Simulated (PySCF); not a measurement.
Isomers C₈H₇FO:

A. SMILES C[C@H]1c2cc(O)cc(F)c21
B. 2-acetyl-1-fluorobenzene
C. `c1c(C)c(C(=O)F)ccc1`
D. `Cc1ccc(C(=O)F)cc1`

Spectrum 1. ¹H NMR (500 MHz, computed): δ 8.43 (m, 2H), 7.64 (d, 2H), 2.61 (s, 3H). ¹³C{¹H} NMR (computed): δ 165.9 (C), 153.2 (C), 139.8 (CH), 134.7 (CH), 126.8 (C), 24.7 (CH3).

Spectrum 2. ¹H NMR (500 MHz, computed): δ 8.68 (m, 1H), 7.80 (m, 1H), 7.56 (m, 1H), 7.45 (m, 1H), 2.74 (s, 3H). ¹³C{¹H} NMR (computed): δ 197.6 (C), 173.5 (C), 141.1 (CH), 139.1 (CH), 129.7 (CH), 127.7 (C), 122.7 (CH), 35.0 (CH3).

Spectrum 3. ¹H NMR (500 MHz, computed): δ 6.94 (s, 1H), 6.04 (m, 1H), 4.61 (br s, 1H), 4.09 (m, 1H), 1.60 (d, 3H). ¹³C{¹H} NMR (computed): δ 167.9 (C), 159.8 (C), 149.5 (C), 110.6 (C), 104.9 (CH), 103.7 (CH), 38.0 (CH), 25.3 (CH3).

Spectrum 4. ¹H NMR (500 MHz, computed): δ 8.79 (m, 1H), 7.82 (m, 1H), 7.67 (m, 1H), 7.57 (d, 1H), 2.85 (s, 3H). ¹³C{¹H} NMR (computed): δ 168.0 (C), 150.3 (C), 144.0 (CH), 141.8 (CH), 137.1 (CH), 131.9 (CH), 127.4 (C), 26.6 (CH3).

Method: GFN2-xTB structure, GIAO PBE0/pcSseg-1 shieldings, in PySCF 2.14.0 with density-fitted response routines (one conformer, relativity neglected, no solvent model, rapidly exchanging positions averaged).

Scale: ¹H and ¹³C against TMS (reference shieldings calculated alike). Splittings of carbon signals by F and P are missing where no couplings were computed. Where no couplings were computed, multiplicities follow the n + 1 count of equivalent neighbours, and m marks all less simple cases (inequivalent or close neighbours, rings, F or P nearby). Shifts are as computed. Against solution values, carbons near 30 ppm lie about +3 ppm off and those near 130 ppm about +5 ppm. Of 1211 compounds with measured shifts, 218 miss one by over three times the rms of a fit or turn the order of signals round; such compounds aren't used in these exercises. OH and NH positions are gas-phase values without hydrogen bonding to other molecules.

Question: Which spectrum belongs to which compound?

Answer: 1–D, 2–B, 3–A, 4–C.

- Spectrum 1 (D): 6 ¹³C signals; δC 139.8 is an aromatic CH; δC 134.7 is an aromatic CH.
- Spectrum 2 (B): 8 ¹³C signals; δC 197.6 is a ketone carbonyl carbon; δC 173.5 is an aromatic carbon bearing fluorine.
- Spectrum 3 (A): 8 ¹³C signals; δC 167.9 is an aromatic carbon bearing oxygen; δC 159.8 is an aromatic carbon bearing fluorine.
- Spectrum 4 (C): 8 ¹³C signals; δC 137.1 is an aromatic CH; δC 131.9 is an aromatic CH.
